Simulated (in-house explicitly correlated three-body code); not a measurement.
Computed with an exponentially correlated three-body code. Model: two electrons around a point charge, non-relativistic, variational in 260 exponentially correlated functions (energies converged to about 1e-7 hartree, or 1e-8 relative for large Z).

Command:
```bash
python run_hyl.py task.json out
```
Settings (lengths in bohr, energies in hartree):
```
Z                      20
screening              3
interaction_strength   1
functions              260
states_tried           13
```

Run time, properties included: 29 s on 1 thread of Intel(R) Xeon(R) 6975P-C (Granite Rapids) (shared host).

**Those bound S and P states to n = 4 that converged, binding against the one-electron ion.**

Given: nuclear charge 20; Yukawa screening of all interactions 3 1/bohr.

Computed: one-electron threshold -146.18432 hartree.

| term | energy (hartree) | binding (eV) |
| --- | --- | --- |
| 1 1S | -282.794824 | 3717.4 |
| 2 3S | -155.732258 | 259.81 |
| 2 1S | -155.191799 | 245.11 |
| 2 3P | ? | ? |
| 2 1P | -152.515052 | 172.27 |

Problem. What belongs in the row 2 3P?

Solution. energy (hartree): -152.856668; binding (eV): 181.56.

**Converged states only, values per electron or pair (inverse distances are <exp(-kr)/r>).**

| term | mean r (bohr) | mean r squared (bohr²) | mean inverse r (1/bohr) | mean r12 (bohr) | mean inverse r12 (1/bohr) | mean cosine | mean p1 dot p2 (bohr⁻²) | delta r1 (bohr⁻³) | delta r12 (bohr⁻³) |
| --- | --- | --- | --- | --- | --- | --- | --- | --- | --- |
| 1 1S | 0.077938 | 0.008156 | 16.717 | 0.1143 | 9.4224 | -0.0064964 | 2.4093 | 2390.9 | 275.97 |
| 2 3S | 0.2262 | 0.088329 | 9.5377 | 0.38679 | 1.3013 | -0.0015482 | 0.099247 | 1331.3 | - |
| 2 1S | ? | ? | ? | ? | ? | ? | ? | ? | ? |
| 2 3P | 0.20795 | 0.076405 | 9.4645 | 0.35398 | 1.6911 | -0.049775 | -17.786 | 1233.6 | - |
| 2 1P | 0.21171 | 0.079659 | 9.443 | 0.35281 | 1.9625 | 0.041991 | 17.107 | 1237.4 | 9.0175 |

Problem. What belongs in the row 2 1S?

Solution. mean r (bohr): 0.23069; mean r squared (bohr²): 0.092509; mean inverse r (1/bohr): 9.5113; mean r12 (bohr): 0.39262; mean inverse r12 (1/bohr): 1.7794; mean cosine: -0.0024345; mean p1 dot p2 (bohr⁻²): 0.14497; delta r1 (bohr⁻³): 1327.3; delta r12 (bohr⁻³): 34.339.

**Electric-dipole lines between converged S and P states, rate of the upper state's decay.**

```
s state  p state  p minus s (eV)  oscillator strength from s  rate (1/s)
   1 1S     2 1P          3545.1                     0.52498   9.543e+13
   2 1S     2 1P          72.838                      0.2276  1.7465e+10
   2 3S     2 3P          78.249                     0.23391  2.0716e+10
```

**Static dipole response.**

```tsv
state	polarisability (bohr³)
1 1S	6.6638e-05
2 3S	0.030067
```
